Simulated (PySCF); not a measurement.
**Polarisability and C₆ of Co (cobalt, neutral)**

[Ar] 3d6 4s2 4p1, one real determinant (an excited configuration). All numbers are calculated (PySCF 2.14, the non-relativistic Hamiltonian (point nucleus), in aug-cc-pwCVTZ). Coupled (time-dependent) response in atomic units; α is the mean over directions.

```json
{"method": "UHF", "mean α (bohr³)": "69.71", "α xx, yy, zz": "59.59, 59.59, 89.95", "C₆ (like pair)": "715.0", "S(−4)": "2267"}
{"method": "PBE", "mean α (bohr³)": "68.32", "α xx, yy, zz": "56.83, 56.83, 91.31", "C₆ (like pair)": "673.1", "S(−4)": "2611"}
```

S(−4) is the Cauchy moment in α(ω) = α(0) + S(−4) ω² + …

α(iu) at UHF:

```
u (hartree)  α(iu) (bohr³)
          0          69.71
     0.0500          64.60
      0.100          53.67
      0.200          33.55
      0.300          21.53
      0.500          10.81
      0.750          6.001
       1.00          3.967
       1.50          2.257
       2.00          1.528
       3.00         0.8779
       5.00         0.4188
```

A single London oscillator, α(iu) = α/(1 + u²/ω²), gives C₆ = (3/4) ω α². Matching the computed C₆ needs ω = 4 × 715.0 / (3 × 69.71²) = 0.196 hartree.

The components differ because the open shell of this determinant is not spherical; for a pure term their mean is the scalar polarisability.

⟨L²⟩ = 8.37 against 12 for a pure F term, so this real determinant mixes terms.
